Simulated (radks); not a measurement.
The nuclear charge of neutral krypton is varied continuously with 36 electrons held in [Kr]. Calculated with a radial shooting solver on a logarithmic mesh with Libxc functionals: scalar-relativistic Kohn-Sham, PBE, spin-unpolarised, spherical densities, finite nucleus; Fermi nuclear charge, rms radius 4.1884 fm. By the Hellmann-Feynman theorem dE/dZ = E(electron-nucleus)/Z, the electronic potential at the nucleus (averaged over a nucleus of fixed radius). The scalar-relativistic energy here is not variational (the density holds large components alone), so the two differ by a part that grows with Z.

Z,E (hartree),E(electron-nucleus)/Z (hartree),HOMO,e(HOMO) (eV),<r> HOMO (bohr)
35.8,-2752.93293,-185.537,4p,-7.100,2.005
36,-2790.24145,-186.943,4p,-9.247,1.946
36.2,-2827.83231,-188.348,4p,-11.513,1.892
36.4,-2865.70535,-189.752,4p,-13.890,1.842
36.6,-2903.86045,-191.156,4p,-16.374,1.796
36.8,-2942.29755,-192.559,4p,-18.962,1.754
37,-2981.01659,-193.962,4p,-21.651,1.714

The central difference of E at Z = 36 is -187.248 hartree, to compare with the third column; the second derivative is -7.06 hartree.
